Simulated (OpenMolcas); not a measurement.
Tc4+ (d3) among equal point charges was computed by CASSCF with the d shell active (OpenMolcas, ANO-RCC-VDZP on the metal). Its lowest spin-free states, and all those of the highest spin:

| 2S+1 | Degeneracy | E (cm-1) |
| --- | --- | --- |
| 4 | 2 | 0.0 |
| 4 | 1 | 784.3 |
| 4 | 2 | 2322 |
| 4 | 2 | 5966 |
| 2 | 2 | 14819 |
| 2 | 2 | 15225 |
| 4 | 2 | 15293 |
| 2 | 2 | 15505 |
| 2 | 2 | 15756 |
| 2 | 2 | 16722 |
| 2 | 2 | 18058 |
| 2 | 1 | 18113 |
| 4 | 1 | 24683 |

Task: Is the site octahedral, tetrahedral or cube-like, axial, or of lower symmetry?

Result: The states with 2S+1 = 4 have orbital degeneracies 2, 1, 2, 2, 2, 1. There are pairs but no triples, so the site is axial: not cubic, but with a proper or improper axis of order three or more. The run had Tc4+ among 2 point charges of -1.5 e arranged as a linear pair (D∞h), 2.33 Å from the ion.

Spin-orbit coupling mixes the spin-free states strongly: the lowest level takes only 64 % from its leading state, 4Π. Without dynamic correlation the repulsion within the d shell is too large (B by tens of per cent), so at a given field states of lower spin stand too high. Point charges carry no covalency, so the field is a model and not that of real ligands. No measured value stands beside these numbers.
